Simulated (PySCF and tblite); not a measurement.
Results of a calculation; reference values are marked as such.
Molecule: C5H10N2, numbered as in [CH2:1]=[N:2][C@@H:3]1[CH2:4][C@@H:5]1[NH:6][CH3:7]. The mean out-of-plane torsion at N6 (0° is planar) is held and the rest relaxed at GFN2-xTB.

```bash
OMP_NUM_THREADS=1 python ens_run.py task.json out
```

```json
{"job": {"smiles": "C=N[C@@H]1C[C@@H]1NC", "charge": 0, "mult": 1, "motion": "pyramidal angle", "atoms": [5], "drives": [{"terms": [["t", [13, 4, 6, 5], 0.3333333333333333], ["t", [4, 6, 13, 5], 0.3333333333333333], ["t", [6, 13, 4, 5], 0.3333333333333333]], "values": [-1.3, -1, -0.7, -0.35, 0, 0.35, 0.7, 1, 1.3], "scaled": true}], "study": "scan", "seed": 14, "jobs": [{"kind": "nmr", "xc": "B3LYP", "basis": "pcSseg-1", "every": 1}, {"kind": "j", "xc": "B3LYP", "basis": {"default": "6-31G*", "H": "pcJ-1", "N": "pcJ-1"}, "nuclei": ["H", "N"], "every": 2}], "xc": "B3LYP", "basis": "pcSseg-1", "kind": "scan"}, "charge": 0, "multiplicity": 1}
```

```
coordinate    xTB      DFT (kcal/mol)
   -40.50    5.968    3.455
   -33.10    4.270    1.882
   -24.20    4.995    2.430
   -12.10    6.667    5.332
     0.80    6.273    5.882
    13.00    3.856    3.918
    24.50    1.109    1.250
    33.30    0.000    0.000
    40.70    1.470    1.023
```

Q: How long did the task, with 14 DFT runs on 17 atoms, take on 1 thread of AMD EPYC 7B13 (shared host) (rough)?

A: About 5.6 min; peak memory 0.98 GiB. Times from shared hosts are rough.
